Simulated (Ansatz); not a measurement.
Spin gap between two states, R1 and P1; the higher of the two is an excited state, each structure at its B3LYP-D3(BJ)/def2-TZVP stationary point, reached from a drawn start (curvature not checked).
R1, CH2 (SMILES [CH2]) (charge 0, multiplicity 1):
| atom | x (Å) | y (Å) | z (Å) |
|---|---|---|---|
| C | 0.0000 | 0.0000 | -0.4668 |
| H | 0.8620 | 0.0000 | 0.2334 |
| H | -0.8620 | 0.0000 | 0.2334 |
P1, CH2 (SMILES [CH2]) (charge 0, multiplicity 3, Z-matrix in Å and degrees):
```
C
H 1 1.0783
H 1 1.0783 2 135.02
```

P less R. No zero-point or thermal terms; singlets are restricted closed shells; open shells are unrestricted.

Correlated levels freeze the cores.

Programs: Ansatz (Gaussian orbitals). Each number belongs to the level named beside it.

Total energies in hartree:

```json
[
 {"structure": "R1", "PBE/def2-TZVPP": "-39.079802", "PBE0/def2-TZVPP": "-39.087919", "CCSD(T)/cc-pVQZ": "-39.071909"},
 {"structure": "P1", "PBE/def2-TZVPP": "-39.105294", "PBE0/def2-TZVPP": "-39.116144", "CCSD(T)/cc-pVQZ": "-39.087305"}
]
```

Task: Work out the spin gap at each level in eV (1 hartree = 27.21139 eV), and say how far PBE/def2-TZVPP lies from CCSD(T)/cc-pVQZ.

Result: 
- PBE/def2-TZVPP: (-39.105294) − (-39.079802) = -0.025492 hartree = -0.694 eV
- PBE0/def2-TZVPP: (-39.116144) − (-39.087919) = -0.028225 hartree = -0.768 eV
- CCSD(T)/cc-pVQZ: (-39.087305) − (-39.071909) = -0.015396 hartree = -0.419 eV
PBE/def2-TZVPP less CCSD(T)/cc-pVQZ: -0.275 eV. CCSD(T)/cc-pVQZ is the level counted from, the highest shown, and no exact or measured value.

Ansatz is a program for electronic structure.
